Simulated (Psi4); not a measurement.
Psi4 input (wB97X-D/6-31G*):

```
memory 1500 MB

molecule {
0 2
N     1.29917700   -0.55153400    0.96765400
Si    0.03590700    0.06654500    0.01698500
N    -0.74806600   -1.08793900   -1.02995600
N    -1.15792700    0.64933300    1.09120800
O     0.63241300    0.99715400   -1.17593100
H     1.16305500   -1.03308700    1.83957800
H     2.25088400   -0.56466200    0.64423300
H    -0.16179600   -1.66835400   -1.61330300
H    -1.59435500   -0.83809800   -1.52290700
H    -0.88286800    1.25843500    1.84561900
H    -2.08921100    0.86788900    0.77409600
symmetry c1
no_reorient
no_com
}

set {
  basis 6-31G*
  reference uks
  scf_type pk
  dft_radial_points 99
  dft_spherical_points 590
  e_convergence 1e-8
  d_convergence 1e-7
  maxiter 150
}

e = energy('wb97x-d')
print_out(f'\nFINAL {e:.10f} DIPOLE {variable("CURRENT DIPOLE")[0]:.6f} {variable("CURRENT DIPOLE")[1]:.6f} {variable("CURRENT DIPOLE")[2]:.6f}\n')
```

From the output:

```
              A
    DOCC [    24 ]
    SOCC [     1 ]
    NA   [    25 ]
    NB   [    24 ]

  @UKS Final Energy:  -532.53157746908914

   => Energetics <=

    Nuclear Repulsion Energy =            252.2642891323613696
    One-Electron Energy =               -1234.8163985194528323
    Two-Electron Energy =                 487.1447276093029473
    DFT Exchange-Correlation Energy =     -37.1206629131289034
    Empirical Dispersion Energy =          -0.0035327781716687
    VV10 Nonlocal Energy =                  0.0000000000000000
    Total Energy =                       -532.5315774690891431

  UHF NO Occupations:
  HONO-2 :   23  A 1.9996322
  HONO-1 :   24  A 1.9975596
  HONO-0 :   25  A 1.0000000
  LUNO+0 :   26  A 0.0024404
  LUNO+1 :   27  A 0.0003678
  LUNO+2 :   28  A 0.0003322
  LUNO+3 :   29  A 0.0001851

Computation Completed

Properties will be evaluated at   0.000000,   0.000000,   0.000000 [a0]

Properties computed using the SCF density matrix

 Multipole Moments:

 ------------------------------------------------------------------------------------
     Multipole            Electronic (a.u.)      Nuclear  (a.u.)        Total (a.u.)
 ------------------------------------------------------------------------------------

 L = 1.  Multiply by 2.5417464519 to convert [e a0] to [Debye]
 Dipole X            :         -0.3475194           -0.0000019           -0.3475213
 Dipole Y            :         -0.4820176            0.0000094           -0.4820081
 Dipole Z            :          0.4193024           -0.0000000            0.4193024
 Magnitude           :                                                    0.7272671

 ------------------------------------------------------------------------------------

FINAL -532.5315774691 DIPOLE -0.347521 -0.482008 0.419302

*** Psi4 exiting successfully. Buy a developer a beer!
```

The geometry given is a B3LYP-D3(BJ)/def2-TZVP minimum.
